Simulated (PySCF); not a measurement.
Vertical excitations of a molecule C4H11BO2 from TDA-M06-2X/def2-SVPD (PySCF), as energy in eV (oscillator strength): 8.05 (0.023), 8.14 (0.014), 8.41 (0.178), 8.60 (0.028), 8.76 (0.004), 8.85 (0.003). Lowest triplet (TDA): 7.28 eV. Coordinates come from a B3LYP-D3(BJ)/def2-SVP optimisation. The values are those of a single conformer.

Problem. Identify the compound among the candidates.
A. COBOC(C)C
B. COB(C)[C@@H](C)O
C. CB(O)OC(C)C
D. CB(O)CCCO

Solution. A, COBOC(C)C
